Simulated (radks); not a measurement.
Problem. The table gives one normalised radial function P(r) = r R(r) of Sc4+ in [He] 2s2 2p4 3s2 3p5 3d2 (r in bohr). All-electron calculation, non-relativistic Kohn-Sham, PBEsol, spin-polarised, spherical densities, point nucleus; open shells are filled with parallel spins first. Program: a radial shooting solver on a logarithmic mesh with Libxc functionals.

r         P
0.007726   0.0000
0.0109     0.0001
0.0155     0.0003
0.02204    0.0008
0.03133    0.0022
0.04455    0.0057
0.06335    0.0145
0.09007    0.0354
0.1281     0.0812
0.1821     0.1724
0.259      0.3305
0.3682     0.5567
0.5236     0.8001
0.7444     0.9525
1.059      0.8958
1.505      0.6323
2.14       0.3095
3.043      0.0903

Which n and l does it have? It may be an empty orbital.

Solution. n = 3, l = 2: the number of nodes gives n - l - 1 = 0, the rise at small r (about r^(l+1)) gives l, and the extent must fit the shell. The curve is that of 3d down; the table hardly tells the two spins apart. 3d down (empty): eigenvalue -55.483 eV, 0 radial nodes, <r> = 1.07 bohr, 90 % of the charge inside 1.74 bohr.
